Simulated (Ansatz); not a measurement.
C2H6AlCl (SMILES [CH3][Al]([CH3])[Cl]) moved off its minimum; all values from Ansatz (an electronic-structure program), cores frozen in correlated methods.
(charge 0, multiplicity 1)
```xyz
10

Al     0.2093    -0.2306     0.1751
C      2.0686    -0.5595    -0.4001
H      2.5491    -1.3836     0.1770
H      2.5530     0.3028    -0.3674
H      2.0621    -0.9896    -1.4446
C     -0.6539    -1.0004     1.7949
H     -1.5668    -1.6196     1.4506
H     -1.0486    -0.2251     2.4555
H      0.0056    -1.6507     2.3808
Cl    -0.9600     1.0833    -0.9411
```

Q: Give the forces (eV/Å), the total energy and the dipole at CCSD(T)/cc-pV(T+d)Z.

A: 
```csv
atom,Fx,Fy,Fz
Al1,0.308,-0.679,0.809
C2,-2.706,-5.194,-0.772
H3,-0.149,0.857,-0.004
H4,2.644,3.720,0.036
H5,-0.002,0.776,0.733
C6,-0.950,-0.709,-0.907
H7,1.283,0.803,0.556
H8,-0.027,0.043,-0.001
H9,-0.118,0.028,-0.109
Cl10,-0.283,0.354,-0.341
```
Energy -781.4901 hartree, dipole 1.64 D.
